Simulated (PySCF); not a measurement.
Isomers of C4H4. Isolated molecules, 0 K electronic values unless said otherwise. Strings in code marks are SMILES.

Computed with B3LYP-D3(BJ)/def2-TZVP in PySCF. All candidates: neutral, multiplicity 1. B3LYP has the VWN-RPA correlation part, as in Gaussian. 

```yaml
HOMO: -6.88 eV
dipole_moment: 0.00 D
HOMO–LUMO gap: 5.07 eV
```

Name which member has these values.
A) `C=C=C=C`
B) `C#CC=C`
C) `C=C1C=C1`
D) `C1=CC=C1`

A, `C=C=C=C`. The others give `C1=CC=C1`: -5.40 eV, 0.00 D, 3.60 eV; `C#CC=C`: -6.98 eV, 0.42 D, 5.78 eV; `C=C1C=C1`: -5.79 eV, 2.13 D, 4.98 eV
